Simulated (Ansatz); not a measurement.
`C=C[Si](C)(N)O` + `[F][AlH][NH][SiH3]` → `C=C[SiH](C)O` + `N[SiH2][NH][AlH][F]`  (redistribution)

Computed with Ansatz on PBE0-D4/def2-TZVP structures; ΔE is electronic, products minus reactants. CCSD(T)/CBS is the MP2 limit (def2-TZVPP, def2-QZVPP) plus CCSD(T) − MP2 in def2-TZVPP, frozen cores. Functionals use def2-TZVPP. B3LYP here is the variant with VWN-RPA as its local correlation; programs differ in this. One conformer a species, not always the lowest.

(1) Is it downhill or uphill in electronic energy at CCSD(T)/CBS, and by how much? (Estimate.)

(2) What do these levels give: B2PLYP, PBE, B3LYP, MP2/def2-TZVPP, SCS-MP2/def2-TZVPP, CCSD/def2-TZVPP? (Best estimate.)

Largest T1 diagnostic among the species: 0.012.

## Answers

(1) The calculation gave: Uphill: ΔE = +7.3 kJ/mol.

(2) The calculation gave: B2PLYP 5.3, PBE 4.8, B3LYP 3.9, MP2/def2-TZVPP 7.5, SCS-MP2/def2-TZVPP 6.8, CCSD/def2-TZVPP 7.8 kJ/mol.

The D4 term adds +3.2 kJ/mol with B3LYP and +1.8 kJ/mol with PBE0; it sums over pairs of atoms, weighted by their polarisabilities, and B3LYP, whose exchange is more repulsive, gets the larger term. In def2-TZVPP, CCSD(T) changes the Hartree–Fock value by +4.3 kJ/mol (the triples alone add +0.5 kJ/mol) and MP2 by +3.5 kJ/mol.
